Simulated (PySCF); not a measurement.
**BeF2: one-bond stretch**

Level of theory: PySCF, PBE0, basis Be def2-TZVP, F def2-TZVP (no relativity, density fitting).

Rigid scan from the singlet minimum (Be–F 1.378 Å (×2); F–Be–F 180.0°). Coordinate: the bond from Be to the last atom (F) scaled, the rest fixed. Energies in kJ/mol from the minimum.

```csv
scale of one bond,E (kJ/mol),dipole size (D)
0.92,25.5,0.45
0.96,5.7,0.22
1.00,0.0,0.00
1.05,7.0,0.28
1.12,34.1,0.67
1.20,78.9,1.11
1.35,177.0,1.92
1.55,305.6,–
1.80,441.7,–
2.20,597.8,–
```

Other isomers or separated fragments may lie lower.

The scan took 5.2 s on 2 threads of a shared Intel Xeon Gold 6455B (Sapphire Rapids) host; the process peaked at 0.76 GiB. Launch command: `OMP_NUM_THREADS=2 python axn.py task.json out`.
